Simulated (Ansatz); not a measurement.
Reaction (redistribution): `N[SiH2]O[SiH2]N` + `CBN` → `C[SiH2]O[SiH2]N` + `NBN`

Gas-phase electronic energies from Ansatz, PBE0-D4/def2-TZVP geometries. CCSD(T)/CBS adds triple-zeta CCSD(T) − MP2 to the extrapolated MP2 energy (def2 sets, frozen cores). Functionals use def2-TZVPP. B3LYP here is the variant with VWN-RPA as its local correlation; programs differ in this. Each species was taken in one conformer, which may not be the lowest.

```
        level  ΔE (eV)
    r2SCAN-D4    -0.33
        B3LYP    -0.31
HF/def2-QZVPP    -0.28
 HF/CBS(def2)    -0.28
```

**Question.** What does CCSD(T)/CBS give? (Best estimate.)

**Answer.** The calculation gave: -0.29 eV. The listed levels differ from it by -0.04, -0.02, 0.01, 0.01 eV.

Largest T1 diagnostic among the species: 0.011.
